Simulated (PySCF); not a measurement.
## Calculated NMR data

- coordinates at the GFN2-xTB level
- B3LYP/pcJ-1 coupling constants (spin–dipole term left out of most H,H and C,H couplings)
- NMR shieldings at PBE0/pcSseg-1/GIAO
- code: PySCF 2.14
- isolated molecule, one computed conformer, equivalent nuclei averaged, non-relativistic Hamiltonian

δ = σ(ref) − σ, references computed at the same level: 1H and 13C vs TMS. Multiplet labels drop J under 1 Hz and among equivalent protons, and merge close values. Unscaled 3J(H,H) run several per cent high. Splittings of carbon signals by F and P are missing where no couplings were computed. Where no couplings were computed, multiplicities follow the n + 1 count of equivalent neighbours, and m marks all less simple cases (inequivalent or close neighbours, rings, F or P nearby). Shifts are as computed. Against solution values, carbons near 30 ppm lie about +3 ppm off and those near 130 ppm about +5 ppm. Of 1211 compounds with measured shifts, 218 miss one by over three times the rms of a fit or turn the order of signals round; such compounds aren't used in these exercises.

**1.** SMILES C[C@@H]1[SiH2]C[C@@H]1F, C₄H₉FSi. 1H NMR (400 MHz, computed): δ 5.28 (m, 1H), 4.29 (m, 1H), 4.14 (m, 1H), 2.17 (m, 1H), 2.02 (m, 1H), 2.00 (m, 1H), 1.39 (d, 3H). 13C{1H} NMR (computed): δ 90.5 (CH), 30.6 (CH), 19.9 (CH2), 12.7 (CH3).

**2.** isobutyronitrile (CC(C)C#N, C₄H₇N). 1H NMR (400 MHz, computed): δ 2.42 (sept, J = 7.5 Hz, 1H), 1.32 (d, J = 7.5 Hz, 6H). 13C{1H} NMR (computed): δ 128.0 (C), 22.9 (CH3), 20.5 (CH).
